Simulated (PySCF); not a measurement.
A PySCF script (with the pyscf-properties extension) for the NMR shieldings of SMILES CN(C)[BH2-][N+]#CC[SiH3], C$_{4}$H$_{13}$BN$_{2}$Si, on a GFN2-xTB geometry:

```python
import basis_set_exchange as bse
import numpy as np
from pyscf import gto, dft
from pyscf.prop import nmr

atoms = """
C    -1.293676   -0.544396    1.393379
N    -1.834054   -0.349957    0.083092
C    -1.728040    1.019288   -0.332260
B    -1.587223   -1.413905   -0.944934
N    -0.077938   -1.285566   -1.241487
C     0.956781   -0.790055   -1.108205
C     2.246516   -0.216528   -0.957442
Si    2.514267    0.425595    0.842564
H    -0.199447   -0.338937    1.433740
H    -1.458707   -1.572661    1.707498
H    -1.776426    0.129042    2.109535
H    -2.221505    1.145701   -1.293067
H    -2.205380    1.677686    0.400775
H    -0.673264    1.346067   -0.436440
H    -1.735869   -2.513955   -0.523467
H    -2.129753   -1.196568   -1.979038
H     3.003888   -0.963996   -1.201141
H     2.351836    0.609447   -1.663246
H     1.617091    1.552966    1.068338
H     2.308832   -0.685112    1.765696
H     3.913151    0.863733    0.875640
"""
names = dict.fromkeys(["C", "N", "B", "Si", "H"], "pcSseg-1")
basis = {el: gto.basis.parse(bse.get_basis(n, elements=[el], fmt="nwchem")) for el, n in names.items()}
mol = gto.M(atom=atoms, basis=basis, charge=0, verbose=0)
mf = dft.RKS(mol, xc="PBE0")
mf.grids.level = 2
mf.grids.alignment = dft.numint.BLKSIZE   # the property module wants whole blocks of grid points
mf.conv_tol = 1e-9
mf.kernel()

calc = nmr.RKS(mf)   # GIAO
C = mf.mo_coeff
Co = C[:, mf.mo_occ > 0]
resp = mf.gen_response(singlet=True, hermi=2)
def vind(x):   # induced exchange potential for any number of trial vectors
    d = np.einsum("pi,xij,qj->xpq", C, 2 * x.reshape(-1, C.shape[1], Co.shape[1]), Co, optimize=True)
    return np.einsum("xpq,pi,qj->xij", resp(d - d.transpose(0, 2, 1)), C, Co, optimize=True).ravel()
mo1, _ = nmr.rhf.solve_mo1(calc, with_cphf=vind)
sigma = calc.kernel(mo1)
for i, s in enumerate(sigma):   # ppm
    w = np.linalg.eigvalsh((s + s.T) / 2)
    print("%2d %-2s iso %8.1f  s11 %8.1f  s22 %8.1f  s33 %8.1f" % (i, mol.atom_pure_symbol(i), w.mean(), *w))
```

Q: What are the results?

A: 
```
 0 C  iso    139.3  s11    117.1  s22    119.6  s33    181.2
 1 N  iso    224.9  s11    207.8  s22    226.3  s33    240.5
 2 C  iso    141.3  s11    117.8  s22    121.4  s33    184.5
 3 B  iso    115.0  s11     99.1  s22    114.4  s33    131.4
 4 N  iso     43.9  s11   -113.7  s22    -60.2  s33    305.5
 5 C  iso     58.4  s11    -29.4  s22    -19.2  s33    223.7
 6 C  iso    189.8  s11    179.8  s22    184.3  s33    205.3
 7 Si iso    415.5  s11    391.6  s22    410.4  s33    444.5
 8 H  iso     29.9  s11     25.3  s22     29.1  s33     35.2
 9 H  iso     29.0  s11     25.1  s22     26.2  s33     35.7
10 H  iso     29.2  s11     25.2  s22     27.0  s33     35.4
11 H  iso     29.1  s11     25.1  s22     26.0  s33     36.3
12 H  iso     29.3  s11     25.4  s22     26.7  s33     35.6
13 H  iso     30.1  s11     26.6  s22     30.0  s33     33.8
14 H  iso     29.0  s11     24.9  s22     29.0  s33     33.1
15 H  iso     29.0  s11     24.7  s22     29.0  s33     33.2
16 H  iso     29.4  s11     23.9  s22     27.0  s33     37.4
17 H  iso     29.5  s11     24.7  s22     27.2  s33     36.6
18 H  iso     27.1  s11     23.8  s22     26.8  s33     30.7
19 H  iso     27.6  s11     24.5  s22     26.3  s33     32.0
20 H  iso     27.2  s11     23.3  s22     24.7  s33     33.6
```

These numbers come from an equivalent density-fitted implementation of the same equations, which agrees with the script to about 0.01 ppm for H and up to a few tenths of a ppm for heavy atoms, so last digits may differ.

Size and cost of the density-fitted run: 208 basis functions, 99 s wall time on 1 thread of an Arm Neoverse N1, shared host; peak memory 1 GiB.
